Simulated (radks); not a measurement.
Values are calculated unless marked as measured or tabulated.
Problem. These are the eigenvalues of the occupied orbitals of an atom or ion with whole-number occupations (eV). Code: a radial shooting solver on a logarithmic mesh with Libxc functionals. Model: non-relativistic Kohn-Sham, exchange-only LDA, spin-unpolarised, spherical densities, point nucleus.

orbital  eigenvalue
1s        -444.8332
2s         -66.1500

Which element is it, and in what charge state? The configuration may be excited.

Solution. Z = 7, nitrogen, charge +3: N3+ in [He] 2s2. The 1s level, -16.347 hartree, gives Z - s = 5.7 by -(Z - s)^2/2, which with screening narrows Z to a few neighbours, and the depths must fix Z and the occupations together.
